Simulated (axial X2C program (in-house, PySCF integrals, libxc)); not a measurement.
**CoIn along the bond: PBE0, 2c**

Calculated with an in-house relativistic program for diatomic molecules. Two-component (2c) means X2C with spin–orbit coupling and atomic mean-field two-electron Coulomb and Gaunt terms. Basis: In dyall-cv3z [11s12p9d4f1g], Co dyall-cv3z [9s10p6d3f2g] (cores contracted in-house); Gaussian nuclei, density fitting, unrestricted open shells. Masses: In 114.904 u, Co 58.933 u.

State: Ω = 3 (⟨Sz⟩ = 1.00, ⟨Lz⟩ = 2.00 at PBE0). Dipoles are positive if Co is the positive end.

Results along the bond:

| R (Å) | μ (D) | HOMO (eV) | LUMO (eV) |
| --- | --- | --- | --- |
| 2.451 | -0.032 | -4.70 | -1.97 |
| 2.530 | -0.189 | -4.70 | -1.96 |
| 2.608 | -0.363 | -4.70 | -1.96 |
| 2.699 | -0.584 | -4.68 | -1.97 |
| 2.791 | -0.817 | -4.66 | -1.99 |
| 2.908 | -1.130 | -4.62 | -2.02 |

Occupations by symmetry block were frozen at the best pattern of an incomplete PBE0 search. Density functionals use the spin component along the axis (collinear). Without a current term, density functionals place determinants with orbital angular momentum somewhat too high. With several unpaired electrons one determinant need not be a pure state. The determinant is spin-polarised beyond a pure state at some levels (its spin-free form has ⟨S²⟩ too high), which makes Re and μ there less reliable. The lowest spin-free determinant has another configuration (M_S = 1, Λ = 3), so the order of states is uncertain and this need not be the ground state.
